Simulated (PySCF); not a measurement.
C4H6F2, SMILES FC(C(C)=C)F.

Geometry: PBE0-D3(BJ)/def2-SVP. One conformer was computed; it need not be the lowest.

Method: r2SCAN/def2-TZVP in PySCF.

Isolated molecule, no solvent.

Task: Estimate the frontier levels, gap, dipole moment and polarisability. (The exact figures need the calculation; the answer reports its results.)

Result: 
```yaml
highest_occupied_level: -6.88 eV
lowest_empty_level: -1.06 eV
orbital_gap: 5.82 eV
dipole_moment: 0.433 e·Å
quadrupole, principal values (traceless, Buckingham form, about the centre of nuclear charge): -3.21, 0.10, 3.11 D·Å
mean_static_polarisability: 50.5 bohr³ (7.48 Å³)
polarisability_principal_values: 38.8, 50.3, 62.3 bohr³
```
